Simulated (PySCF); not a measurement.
Ce⁵⁴⁺: ionisation energy

Ce⁵⁴⁺ [He] 2s2 (1S) → Ce⁵⁵⁺ [He] 2s1 (2S), as a difference of total energies. Computed with PySCF 2.14 in an even-tempered Gaussian basis (19 s from 31 bohr⁻², ratio 2.2; 8 p from 47 bohr⁻², ratio 2.4; 5 d from 140 bohr⁻², ratio 2.4; 5 f from 210 bohr⁻², ratio 2.4; 4 g from 320 bohr⁻², ratio 2.4), with scalar relativity by spin-free X2C-1e. Correlated levels: nothing frozen; virtual orbitals above 40 to 60 times the deepest correlated orbital energy dropped. The calculations carry no spin-orbit coupling.

```
                 method  ionisation energy (eV)
                    UHF                 11222.0
                    LDA                 11215.8
                    PBE                 11228.5
                   PBE0                 11227.2
                 r2SCAN                 11219.8
                   PW91                 11229.5
                  B97-3                 11225.6
    MP2 (all electrons)                 11227.5
SCS-MP2 (all electrons)                 11228.6
```

How much does correlation contribute at MP2 (all electrons)?

11227.5 − (11222.0) = 5.5 eV, measured against UHF.

For this ion Breit and QED terms and the two-electron picture change, all absent here, outweigh the differences among the correlated methods.

For comparison: 11210 ± 5 eV (theoretical estimate listed by NIST; NIST Atomic Spectra Database, ionization energies).
